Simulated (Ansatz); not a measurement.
`[F][Sn]([F])([F])[Cl]` + `[CH3][Ge]([F])([SiH3])[Cl]` → `[F][Sn]([F])([SiH3])[Cl]` + `[CH3][Ge]([F])([F])[Cl]`  (redistribution)

Gas-phase electronic energies from Ansatz, PBE0-D4/def2-TZVP geometries. CCSD(T)/CBS is the MP2 limit (def2-TZVPP, def2-QZVPP) plus CCSD(T) − MP2 in def2-TZVPP, frozen cores. Elements past krypton have def2 core potentials. For Ge, Sn outer-core shells are correlated without core-valence functions, which leaves a few kJ/mol of doubt a bond. Scalar relativity is left out up to krypton.

| species | CCSD(T)/CBS(def2) energy (Eh) |
| --- | --- |
| `[F][Sn]([F])([F])[Cl]` | -973.31691 |
| `[CH3][Ge]([F])([SiH3])[Cl]` | -2966.52107 |
| `[F][Sn]([F])([SiH3])[Cl]` | -1164.39080 |
| `[CH3][Ge]([F])([F])[Cl]` | -2775.47323 |

(1) Work out ΔE.

Largest T1 diagnostic among the species: 0.014.

## Answers

(1) ΔE = (-1164.39080) + (-2775.47323) − (-973.31691) − (-2966.52107) = -0.02605 Eh = -68.4 kJ/mol.

At CCSD(T), def2-SVP lies −12.0 kJ/mol from the extrapolated value and def2-TZVPP −4.4 kJ/mol. Leaving LDA and LC-ωPBE aside and taking each functional with its dispersion term where it has one, the values, not all of them listed here, spread over 12.8 kJ/mol, from BHLYP-D4 to revPBE-D4. LDA lies −8.5 kJ/mol from PBE without D4. From BLYP to BHLYP (50 % exact exchange), in def2-TZVPP and without D4, ΔE moves by −7.4 kJ/mol.
